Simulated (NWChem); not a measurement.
System: C₂H₄FNSi; SMILES F[Si@H]1C=NC1

Excerpt of the output:

```
             Northwest Computational Chemistry Package (NWChem) 7.3.0
             --------------------------------------------------------

 C1  symmetry detected

                             Geometry "geometry" -> ""
                             -------------------------

 Output coordinates in angstroms (scale by  1.889725989 to convert to a.u.)

  No.       Tag          Charge          X              Y              Z
 ---- ---------------- ---------- -------------- -------------- --------------
    1 F                    9.0000     0.02831139    -1.94354164    -0.43124796
    2 Si                  14.0000     0.03208551    -0.54435356     0.39815328
    3 C                    6.0000     1.09386905     0.90768249    -0.11230269
    4 N                    7.0000     0.09784331     1.71513281    -0.22908200
    5 C                    6.0000    -1.11773780     0.87433878    -0.09788118
    6 H                    1.0000     0.08925341    -0.92786794     1.83915270
    7 H                    1.0000     2.12893772     1.26213066    -0.20917348
    8 H                    1.0000    -1.84327513     1.29655921     0.61541600
    9 H                    1.0000    -1.62060635     0.78394532    -1.07363224

 Effective nuclear repulsion energy (a.u.)     219.4170169504

  pbe96 is a nonlocal functional; adding pw91lda local functional.

                                 NWChem DFT Module
                                 -----------------

 Summary of "ao basis" -> "ao basis" (spherical)
 ------------------------------------------------------------------------------
       Tag                 Description            Shells   Functions and Types
 ---------------- ------------------------------  ------  ---------------------
 F                          def2-svp                 6       14   3s2p1d
 Si                         def2-svp                 8       18   4s3p1d
 C                          def2-svp                 6       14   3s2p1d
 N                          def2-svp                 6       14   3s2p1d
 H                          def2-svp                 3        5   2s1p

            General Information
            -------------------
          SCF calculation type: DFT
          Wavefunction type:  closed shell.
          No. of atoms     :     9
          No. of electrons :    46
           Alpha electrons :    23
            Beta electrons :    23
          Charge           :     0
          Spin multiplicity:     1
          Use of symmetry is: off; symmetry adaption is: off
          Maximum number of iterations: 150
          AO basis - number of functions:    94
                     number of shells:    44
          Convergence on energy requested:  1.00D-06
          Convergence on density requested:  1.00D-05
          Convergence on gradient requested:  5.00D-04

              XC Information
              --------------
          PerdewBurkeErnzerhof Exchange Functional  1.000
            Perdew 1991 LDA Correlation Functional  1.000 local
           PerdewBurkeErnz. Correlation Functional  1.000 non-local

             Grid Information
             ----------------
          Grid used for XC integration:  fine
          Radial quadrature: Mura-Knowles
          Angular quadrature: Lebedev.
          Tag              B.-S. Rad. Rad. Pts. Rad. Cut. Ang. Pts.
          ---              ---------- --------- --------- ---------
          F                   0.50       70          11.0       590
          Si                  1.10      123           9.0       770
          C                   0.70       70          10.0       590
          N                   0.65       70          10.0       590
          H                   0.35       60          11.0       590
          Grid pruning is: on
          Number of quadrature shells:   643
          Spatial weights used:  Erf1

      Superposition of Atomic Density Guess
      -------------------------------------

 Sum of atomic energies:        -519.52197439

      Non-variational initial energy
      ------------------------------

 Total energy =    -521.816306
 1-e energy   =   -1152.314571
 2-e energy   =     411.081248
 HOMO         =      -0.272431
 LUMO         =      -0.044708

     ---------------------------------------------
      Total Density - Mulliken Population Analysis
     ---------------------------------------------

    Atom       Charge   Shell Charges
 -----------   ------   -------------------------------------------------------
    1 F    9     9.58   1.99  1.15  0.78  3.52  2.14  0.00
    2 Si  14    12.91   2.00  1.99  0.95  0.25  5.93  0.94  0.59  0.25
    3 C    6     6.01   1.99  0.99  0.37  1.80  0.81  0.05
    4 N    7     7.46   1.99  1.09  0.61  2.30  1.45  0.03
    5 C    6     6.26   1.99  0.97  0.27  1.97  1.03  0.03
    6 H    1     1.09   0.69  0.39  0.01
    7 H    1     0.92   0.68  0.22  0.02
    8 H    1     0.89   0.67  0.20  0.02
    9 H    1     0.88   0.67  0.19  0.02

   convergence    iter        energy       DeltaE   RMS-Dens  Diis-err
 ---------------- ----- ----------------- --------- --------- ---------
 d= 0,ls=0.0,diis     1   -521.9449156301 -7.41D+02  2.19D-02  7.14D-01
 d= 0,ls=0.0,diis     2   -521.7265542956  2.18D-01  1.42D-02  3.03D+00
 d= 0,ls=0.0,diis     3   -522.0208633045 -2.94D-01  2.93D-03  7.61D-02
 d= 0,ls=0.0,diis     4   -522.0212868184 -4.24D-04  1.99D-03  6.62D-02
 d= 0,ls=0.0,diis     5   -522.0284043725 -7.12D-03  6.56D-04  4.51D-03
  Resetting Diis
 d= 0,ls=0.0,diis     6   -522.0289432738 -5.39D-04  1.35D-04  9.41D-05
 d= 0,ls=0.0,diis     7   -522.0289571387 -1.39D-05  7.73D-05  8.80D-06
 d= 0,ls=0.0,diis     8   -522.0289545303  2.61D-06  5.17D-05  2.71D-05
 d= 0,ls=0.0,diis     9   -522.0289584083 -3.88D-06  5.02D-06  3.02D-07
 d= 0,ls=0.0,diis    10   -522.0289584335 -2.52D-08  1.36D-06  2.33D-08

         Total DFT energy =     -522.028958433463
      One electron energy =    -1155.462327152013
           Coulomb energy =      464.214346833339
    Exchange-Corr. energy =      -50.197995065218
 Nuclear repulsion energy =      219.417016950429

 Numeric. integr. density =       45.999999915173

                       DFT Final Molecular Orbital Analysis
                       ------------------------------------

 Vector   21  Occ=2.000000D+00  E=-2.894552D-01
              MO Center=  4.3D-02,  1.1D+00, -1.6D-01, r^2= 2.3D+00
   Bfn.  Coefficient  Atom+Function         Bfn.  Coefficient  Atom+Function
  ----- ------------  ---------------      ----- ------------  ---------------
    38      0.371065  3 C  pz                52     -0.352218  4 N  pz
    41      0.244483  3 C  pz                90      0.228028  9 H  s
    55      0.226115  4 N  pz                66     -0.223287  5 C  pz
    85     -0.157221  8 H  s                 91      0.127167  9 H  s
    86     -0.093297  8 H  s                 69     -0.084475  5 C  pz

 Vector   22  Occ=2.000000D+00  E=-2.806250D-01
              MO Center= -1.6D-01,  3.8D-01,  1.3D-02, r^2= 2.8D+00
   Bfn.  Coefficient  Atom+Function         Bfn.  Coefficient  Atom+Function
  ----- ------------  ---------------      ----- ------------  ---------------
    65      0.280707  5 C  py                22      0.239028  2 Si px
    64     -0.238427  5 C  px                37     -0.232469  3 C  py
    63     -0.221289  5 C  s                  4      0.208914  1 F  px
    35      0.176805  3 C  s                 36     -0.174984  3 C  px
    80     -0.172902  7 H  s                 85      0.171827  8 H  s

 Vector   23  Occ=2.000000D+00  E=-2.072085D-01
              MO Center=  1.4D-01,  1.1D+00, -6.0D-02, r^2= 2.8D+00
   Bfn.  Coefficient  Atom+Function         Bfn.  Coefficient  Atom+Function
  ----- ------------  ---------------      ----- ------------  ---------------
    51      0.462511  4 N  py                54     -0.347154  4 N  py
    49     -0.228738  4 N  s                 17     -0.214439  2 Si s
    37      0.210038  3 C  py                65      0.195010  5 C  py
    76      0.183084  6 H  s                 75      0.158821  6 H  s
    18     -0.157962  2 Si s                 48     -0.155862  4 N  s

 Vector   24  Occ=0.000000D+00  E=-7.942623D-02
              MO Center=  5.0D-01,  9.7D-01, -9.2D-02, r^2= 2.3D+00
   Bfn.  Coefficient  Atom+Function         Bfn.  Coefficient  Atom+Function
  ----- ------------  ---------------      ----- ------------  ---------------
    55     -0.467878  4 N  pz                52      0.465369  4 N  pz
    41      0.412027  3 C  pz                38      0.386989  3 C  pz
    27      0.239377  2 Si pz                76     -0.210371  6 H  s
    26      0.181811  2 Si py                91     -0.127553  9 H  s
     3      0.119390  1 F  s                 40      0.115970  3 C  py

 Vector   25  Occ=0.000000D+00  E= 6.776050D-03
              MO Center=  1.7D-01, -5.5D-01,  4.3D-01, r^2= 3.7D+00
   Bfn.  Coefficient  Atom+Function         Bfn.  Coefficient  Atom+Function
  ----- ------------  ---------------      ----- ------------  ---------------
    63      1.073559  5 C  s                 25      1.031292  2 Si px
    35     -0.679026  3 C  s                 91     -0.359060  9 H  s
    26     -0.293137  2 Si py                81      0.276218  7 H  s
    22      0.269410  2 Si px                68     -0.216384  5 C  py
    40      0.210191  3 C  py                 4      0.189735  1 F  px

 Vector   26  Occ=0.000000D+00  E= 1.530235D-02
              MO Center= -2.9D-01, -5.8D-01,  3.6D-01, r^2= 3.6D+00
   Bfn.  Coefficient  Atom+Function         Bfn.  Coefficient  Atom+Function
  ----- ------------  ---------------      ----- ------------  ---------------
    26      0.873879  2 Si py                 3      0.456281  1 F  s
    18     -0.436359  2 Si s                 76      0.372078  6 H  s
    25      0.332149  2 Si px                41     -0.280516  3 C  pz
    91      0.277178  9 H  s                 86     -0.257344  8 H  s
    49     -0.232842  4 N  s                 17     -0.219133  2 Si s

     ---------------------------------------------
      Total Density - Mulliken Population Analysis
     ---------------------------------------------

    Atom       Charge   Shell Charges
 -----------   ------   -------------------------------------------------------
    1 F    9     9.28   1.99  1.13  0.79  3.34  2.03  0.00
    2 Si  14    13.41   2.00  1.98  1.06  0.21  5.92  1.23  0.65  0.36
    3 C    6     6.11   1.99  0.95  0.35  2.03  0.75  0.04
    4 N    7     7.19   1.99  1.07  0.61  2.29  1.20  0.03
    5 C    6     6.12   1.98  0.93  0.21  2.10  0.86  0.03
    6 H    1     1.08   0.74  0.33  0.01
    7 H    1     0.96   0.74  0.20  0.02
    8 H    1     0.94   0.73  0.18  0.02
    9 H    1     0.92   0.73  0.17  0.02

     -------------------------------------------
      Total Density - Lowdin Population Analysis
     -------------------------------------------

    Atom       Charge   Shell Charges
 -----------   ------   -------------------------------------------------------
    1 F    9     9.18   1.98  1.02  0.77  3.20  2.21  0.01
    2 Si  14    13.47   2.00  1.93  0.66  0.33  5.81  1.24  0.92  0.58
    3 C    6     6.14   1.97  0.65  0.37  1.85  1.19  0.10
    4 N    7     7.05   1.97  0.83  0.50  2.15  1.53  0.06
    5 C    6     6.16   1.96  0.62  0.34  1.89  1.27  0.08
    6 H    1     1.10   0.65  0.43  0.03
    7 H    1     0.98   0.64  0.28  0.07
    8 H    1     0.97   0.63  0.27  0.07
    9 H    1     0.96   0.63  0.26  0.07

     Multipole analysis of the density
     ---------------------------------

     L   x y z        total         alpha         beta         nuclear
     -   - - -        -----         -----         ----         -------
     0   0 0 0     -0.000000    -23.000000    -23.000000     46.000000

     1   1 0 0     -0.077300     -0.038650     -0.038650     -0.000000
     1   0 1 0     -0.086503     -0.043251     -0.043251      0.000000
     1   0 0 1      0.239297      0.119648      0.119648     -0.000000

     2   2 0 0    -23.718048    -57.083578    -57.083578     90.449108
     2   1 1 0     -0.089448      0.897350      0.897350     -1.884149
     2   1 0 1      0.043286     -0.256581     -0.256581      0.556447
     2   0 2 0    -32.023571   -146.384426   -146.384426    260.745281
     2   0 1 1     -0.226174      2.352113      2.352113     -4.930401
     2   0 0 2    -26.501859    -29.947981    -29.947981     33.394103

            General Information
            -------------------
          SCF calculation type: DFT
          Wavefunction type:  closed shell.
          No. of atoms     :     9
          No. of electrons :    46
           Alpha electrons :    23
            Beta electrons :    23
          Charge           :     0
          Spin multiplicity:     1
          Use of symmetry is: off; symmetry adaption is: off
          Maximum number of iterations: 150
          AO basis - number of functions:    94
                     number of shells:    44
          Convergence on energy requested:  1.00D-06
          Convergence on density requested:  1.00D-05
          Convergence on gradient requested:  5.00D-04

              XC Information
              --------------
          PerdewBurkeErnzerhof Exchange Functional  1.000
            Perdew 1991 LDA Correlation Functional  1.000 local
           PerdewBurkeErnz. Correlation Functional  1.000 non-local

             Grid Information
             ----------------
          Grid used for XC integration:  fine
          Radial quadrature: Mura-Knowles
          Angular quadrature: Lebedev.
          Tag              B.-S. Rad. Rad. Pts. Rad. Cut. Ang. Pts.
          ---              ---------- --------- --------- ---------
          F                   0.50       70          11.0       590
          Si                  1.10      123           9.0       770
          C                   0.70       70          10.0       590
          N                   0.65       70          10.0       590
          H                   0.35       60          11.0       590
          Grid pruning is: on
          Number of quadrature shells:   643
          Spatial weights used:  Erf1

          Convergence Information
          -----------------------
          Convergence aids based upon iterative change in
          total energy or number of iterations.
          Levelshifting, if invoked, occurs when the
          HOMO/LUMO gap drops below (HL_TOL):  1.00D-02
          DIIS, if invoked, will attempt to extrapolate
          using up to (NFOCK): 10 stored Fock matrices.

                    Damping( 0%)  Levelshifting(0.5)       DIIS
                  --------------- ------------------- ---------------
          dE  on:    start            ASAP                start
          dE off:    2 iters        150 iters           150 iters

                            NWChem DFT Gradient Module
                            --------------------------

  charge          =   0.00
  wavefunction    = closed shell

                         DFT ENERGY GRADIENTS

    atom               coordinates                        gradient
                 x          y          z           x          y          z
   1 F       0.053501  -3.672761  -0.814940    0.000178   0.010098   0.005450
   2 Si      0.060633  -1.028679   0.752401   -0.000635  -0.001623  -0.002581
   3 C       2.067113   1.715271  -0.212221   -0.010661   0.008210  -0.000783
   4 N       0.184897   3.241131  -0.432902    0.007639  -0.015140   0.001943
   5 C      -2.112218   1.652261  -0.184969    0.002636   0.001102  -0.000842
   6 H       0.168664  -1.753416   3.475495   -0.000065   0.000804  -0.005042
   7 H       4.023109   2.385081  -0.395281   -0.005692  -0.001820   0.000518
   8 H      -3.483285   2.450142   1.162968    0.003977  -0.002157  -0.003265
   9 H      -3.062502   1.481442  -2.028871    0.002623   0.000527   0.004602
```

Level: PBE/def2-SVP. Structure relaxed at the PBE0/def2-SVP level.

**Question.** Write an input that gives this output.

**Answer.** One answer among several that fit: the input that was run:
```
start job
memory heap 200 mb stack 900 mb global 1100 mb
geometry units angstroms noautoz
  F     -0.010077    -1.936166    -0.508696
  Si     0.019401    -0.569877     0.373366
  C      1.099411     0.885008    -0.088420
  N      0.114736     1.710721    -0.167754
  C     -1.112319     0.883287    -0.060634
  H      0.079631    -1.008935     1.798298
  H      2.138998     1.227815    -0.178569
  H     -1.827200     1.288459     0.673020
  H     -1.622375     0.837543    -1.035769
end
basis spherical
  F library def2-svp
  Si library def2-svp
  C library def2-svp
  N library def2-svp
  H library def2-svp
end
dft
  xc xpbe96 cpbe96
  grid fine
  iterations 150
  mulliken
end
task dft gradient
```
